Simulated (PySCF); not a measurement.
**Electron correlation in Tc (technetium, neutral)**

[Kr] 4d5 5s2, high-spin 6S determinant. Computed with PySCF 2.14 in ANO-RCC-VTZP (7s6p4d2f1g, 68 functions), with the spin-free X2C one-electron Hamiltonian (Gaussian nucleus). Frozen: [Kr]; 7 electrons correlated.

```json
{"level": "CCSD", "correlation energy (mhartree)": "-133.61"}
{"level": "(T)", "correlation energy (mhartree)": "-5.10"}
{"level": "CCSD(T)", "correlation energy (mhartree)": "-138.71"}
```

Diagnostics: T1 = 0.028, D1 = 0.0991, largest double amplitude 0.105.

Q: Is a single reference adequate?

A: Mostly. T1 lies below 0.03, but a double amplitude of this size points to a near-degeneracy that CCSD handles and MP2 describes poorly.
